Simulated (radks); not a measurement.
Q: Dipole-allowed excitations along the series with 3 electrons in [He] 2s1. Method: non-relativistic Kohn-Sham, LDA (Slater exchange, VWN5 correlation), spin-polarised, spherical densities, point nucleus; open shells are filled with parallel spins first; computed with a radial shooting solver on a logarithmic mesh with Libxc functionals. Time-dependent linear response with the Hartree and adiabatic LDA kernel, continuum included through the Sternheimer equations. Lines are the poles of the dipole polarisability below minus the highest occupied eigenvalue, found on a grid refined at the orbital gaps; the lowest seven at most are given, and weak or close lines can be missed. The first line takes the name of the lowest orbital gap if no other gap lies below it; otherwise a line is named after a gap within 0.6 % of it, if that gap stands alone.

| species | -e(HOMO) (eV) | lowest orbital gap (eV) | first line (eV) | f | strongest line (eV) | its f | static alpha (bohr^3) |
|---|---|---|---|---|---|---|---|
| O5+ | 127.49 | 2s-2p 11.719 | 12.661 (2s-2p) | 0.192 | 80.781 (unassigned) | 0.266 | 0.9351 |
| F6+ | 172.81 | 2s-2p 13.655 | 14.736 (2s-2p) | 0.167 | 107.61 (unassigned) | 0.286 | 0.5972 |
| Ne7+ | 224.94 | 2s-2p 15.588 | 16.808 (2s-2p) | 0.147 | 138.21 (unassigned) | 0.302 | 0.4043 |
| Al10+ | 422.13 | 2s-2p 21.379 | 23.010 (2s-2p) | 0.109 | 252.70 (unassigned) | 0.334 | 0.1587 |

Estimate the first line of Mg9+, its oscillator strength and the static polarisability.

A: 20.944 eV (2s-2p), f = 0.120, alpha = 0.2101 bohr^3.
